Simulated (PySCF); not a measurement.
## Se²⁺: ionisation energy

Se²⁺ [Ar] 3d10 4s2 4p2 (3P) → Se³⁺ [Ar] 3d10 4s2 4p1 (2P), as a difference of total energies. All numbers are calculated (PySCF 2.14, scalar relativity through the core potential, in aug-cc-pVQZ-PP with one added diffuse shell each of s, p, d, f, g type with ECP10MDF (8s7p6d4f3g, 114 functions)). Correlated levels: valence: 3s2 3p6 3d10 frozen. The calculations carry no spin-orbit coupling.

| method | ionisation energy (eV) |
| --- | --- |
| UHF | 30.996 |
| LDA | 31.641 |
| PBE | 31.466 |
| PBE0 | 31.553 |
| r2SCAN | 31.780 |
| HSE06 | 31.541 |
| TPSSh | 31.557 |
| wB97X-V | 31.325 |
| MP2 (valence) | 31.433 |
| SCS-MP2 (valence) | 31.356 |

Question: How much does correlation contribute at MP2 (valence)?

Answer: 31.433 − (30.996) = 0.437 eV, measured against UHF.

The reference lies between the lowest fine-structure levels, while these numbers refer to the centres of the terms.

Errors of the correlated levels include the incompleteness of this basis and the frozen core.

For comparison: 31.697 ± 0.019 eV (measured; NIST Atomic Spectra Database, ionization energies).
